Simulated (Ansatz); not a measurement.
System: AlCl, charge 0, multiplicity 3. This is an excited triplet: at this geometry the singlet lies 2.97 eV lower at CCSD(T)/CBS(aug-cc-pV(T+d)Z,aug-cc-pV(Q+d)Z). 
Geometry from a B3LYP-D3(BJ)/def2-TZVP (Ansatz, a first-principles code) optimisation:
```
Al
Cl 1 2.1255
```
Charge 0, spin multiplicity 3.

Basis-set convergence of Hartree-Fock and CCSD correlation energies (hartree) with Ansatz. Valence correlation only, unless marked. UHF or UKS for open shells. No spin-orbit coupling. Non-relativistic.

```
basis       functions       E(HF)  E(corr, CCSD)
----------  ---------  ----------  -------------
def2-SVP           36  -701.17417       -0.17081
def2-TZVPP         84  -701.42073       -0.23772
def2-QZVPP        140  -701.44096       -0.25909
```

Extrapolating the two largest sets (X = 3 and 4) as X^-3: E(corr) = (64·(-0.25909) - 27·(-0.23772))/37 = -0.2747 Eh, an estimate of the basis-set limit. The largest set recovers 94.3 % of it, the smallest 62.2 %.
